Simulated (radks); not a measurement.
All-electron atom: I+ in [Kr] 4d10 5s1 5p5 (not the ground configuration).

Method: scalar-relativistic Kohn-Sham, PBE, spin-unpolarised, spherical densities, finite nucleus; Fermi nuclear charge, rms radius 4.75 fm; computed with a radial shooting solver on a logarithmic mesh with Libxc functionals.

Energy parts (hartree):
total: -7115.35099
kinetic: 7468.15483
electron-nucleus: -17195.97916
Hartree: 2793.12732
exchange-correlation: -180.65397

Orbitals (lengths in bohr, moments of r in powers of bohr; r(90%) holds 90 % of the orbital's charge):
1s: occ. 2; eigenvalue (hartree) -1212.489; <1/r> 56.83; <r> 0.02722; r(90%) 0.0490; <r^4> 2.642e-06
2s: occ. 2; eigenvalue (hartree) -187.6790; <1/r> 13.02; <r> 0.1172; r(90%) 0.181; <r^4> 0.0004503
2p: occ. 6; eigenvalue (hartree) -168.4964; <1/r> 12.46; <r> 0.1025; r(90%) 0.167; <r^4> 0.0003256
3s: occ. 2; eigenvalue (hartree) -38.20341; <1/r> 4.668; <r> 0.3141; r(90%) 0.461; <r^4> 0.01932
3p: occ. 6; eigenvalue (hartree) -31.98643; <1/r> 4.437; <r> 0.3121; r(90%) 0.468; <r^4> 0.02030
3d: occ. 10; eigenvalue (hartree) -22.67475; <1/r> 4.200; <r> 0.2886; r(90%) 0.453; <r^4> 0.01774
4s: occ. 2; eigenvalue (hartree) -7.03926; <1/r> 1.886; <r> 0.7398; r(90%) 1.07; <r^4> 0.5623
4p: occ. 6; eigenvalue (hartree) -5.09045; <1/r> 1.728; <r> 0.7915; r(90%) 1.16; <r^4> 0.7755
4d: occ. 10; eigenvalue (hartree) -2.24703; <1/r> 1.444; <r> 0.9186; r(90%) 1.40; <r^4> 1.669
5s: occ. 1; eigenvalue (hartree) -0.99214; <1/r> 0.6827; <r> 1.909; r(90%) 2.77; <r^4> 25.48
5p: occ. 5; eigenvalue (hartree) -0.58581; <1/r> 0.5601; <r> 2.298; r(90%) 3.39; <r^4> 57.01

The highest occupied level is 5p at -15.941 eV. The density falls to 0.001 e/bohr^3 at r = 4.23 bohr. The electron density at the nucleus is 2.569e+05 e/bohr^3 (large components only). Summed over all electrons, <r^2> = 51.54 bohr^2, which gives a Langevin (diamagnetic) susceptibility term of -40.8 x 10^-6 cm^3/mol.
